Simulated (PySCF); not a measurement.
CH₇ClOSi₂, SMILES Cl[Si@H](O)[SiH2]C.

Coordinates come from a ωB97X-D3(BJ)/def2-SVP optimisation. The structure was generated by enumeration; whether it is a known compound was not checked. One conformer was computed; it need not be the lowest.

Computed with TDA-PBE/def2-SVPD (PySCF).

Vertical excitations. The molecule is in vacuum.

List the lowest excited states. (An estimate is asked for; the answer gives what the named calculation found.)


| state | energy (eV) | λ (nm) | f | main pairs |
|---|---|---|---|---|
| S1 | 5.80 | 214 | 0.009 | HOMO→LUMO 96 % |
| S2 | 5.98 | 207 | 0.014 | HOMO→LUMO+1 95 % |
| S3 | 6.70 | 185 | 0.017 | HOMO−1→LUMO 91 % |
| S4 | 6.79 | 183 | 0.006 | HOMO−1→LUMO+1 90 % |
| S5 | 6.93 | 179 | 0.013 | HOMO−2→LUMO 70 %, HOMO−3→LUMO 18 % |
| S6 | 6.95 | 178 | 0.015 | HOMO→LUMO+3 72 %, HOMO−3→LUMO 20 % |
| S7 | 6.98 | 178 | 0.063 | HOMO→LUMO+2 72 % |
| S8 | 7.00 | 177 | 0.003 | HOMO−3→LUMO 50 %, HOMO→LUMO+3 17 %, HOMO−2→LUMO 12 %, HOMO→LUMO+4 8 % |
| S9 | 7.14 | 174 | 0.078 | HOMO−2→LUMO+1 66 % |
| S10 | 7.17 | 173 | 0.016 | HOMO−3→LUMO+1 43 %, HOMO→LUMO+4 26 %, HOMO−4→LUMO 24 % |
| T1 | 5.35 | 232 | 0 | HOMO→LUMO 98 % |
| T2 | 5.44 | 228 | 0 | HOMO→LUMO+1 98 % |
| T3 | 6.41 | 193 | 0 | HOMO−1→LUMO 68 %, HOMO→LUMO+2 30 % |
| T4 | 6.44 | 193 | 0 | HOMO→LUMO+2 66 %, HOMO−1→LUMO 31 % |
Triplets are in the Tamm–Dancoff approximation.
